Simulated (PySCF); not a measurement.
C5H13BGeO2, SMILES [CH3][Ge]([CH3])([CH3])/[CH]=C/B(O)O, GFN2-xTB optimised geometry.

```
22

Ge    -2.07    -0.71     0.00
C     -2.72    -1.68    -1.62
C     -2.76     1.15     0.00
C     -2.71    -1.68     1.62
C     -0.10    -0.71     0.00
C      0.68     0.37    -0.05
B      2.25     0.37    -0.06
O      3.01    -0.76     0.03
O      2.89     1.56    -0.16
H     -3.80    -1.71    -1.63
H     -2.35    -2.70    -1.64
H     -2.38    -1.18    -2.52
H     -2.41     1.69     0.87
H     -3.84     1.15     0.01
H     -2.43     1.68    -0.89
H     -3.80    -1.71     1.63
H     -2.38    -1.18     2.52
H     -2.34    -2.70     1.64
H      0.37    -1.69     0.04
H      0.19     1.34    -0.10
H      2.52    -1.58     0.11
H      3.84     1.48    -0.16
```

Density from B3LYP/def2-SVP in PySCF 2.14.0 at that geometry.

Minimum of the electron density along straight lines between bonded atoms, close to the bond critical point (lines longer than 1.1 times the sum of covalent radii, or with two minima, are not listed):

```tsv
bond	length / Å	ρ at the minimum / e bohr⁻³	∇²ρ there / e bohr⁻⁵	position (fraction from the first atom)
Ge1–C2	1.991	0.121	0.04	0.47
Ge1–C3	1.984	0.123	0.04	0.47
Ge1–C4	1.991	0.121	0.04	0.47
Ge1–C5	1.969	0.125	___	0.46
C5–C6	1.332	0.340	___	0.51
C6–B7	1.575	___	-0.16	0.68
B7–O8	1.364	0.200	1.11	0.33
B7–O9	1.351	0.208	1.15	0.33
C2–H10	1.086	0.273	-0.98	0.62
C2–H11	1.086	0.273	-0.98	0.62
C2–H12	1.086	0.274	-0.99	0.63
C3–H13	1.086	0.274	-0.99	0.63
C3–H14	1.086	0.273	-0.98	0.62
C3–H15	1.086	0.274	-0.99	0.63
C4–H16	1.086	0.273	-0.98	0.62
C4–H17	1.086	0.274	-0.99	0.63
C4–H18	1.086	0.273	-0.98	0.62
C5–H19	1.087	0.276	-0.99	0.62
C6–H20	1.083	0.280	-1.05	0.63
O8–H21	0.956	0.360	-2.41	0.81
O9–H22	0.958	0.357	-2.38	0.81
```

Task: Complete the blanks.

Result: 
- Ge1–C5, ∇²ρ there / e bohr⁻⁵: 0.07
- C5–C6, ∇²ρ there / e bohr⁻⁵: -0.91
- C6–B7, ρ at the minimum / e bohr⁻³: 0.183
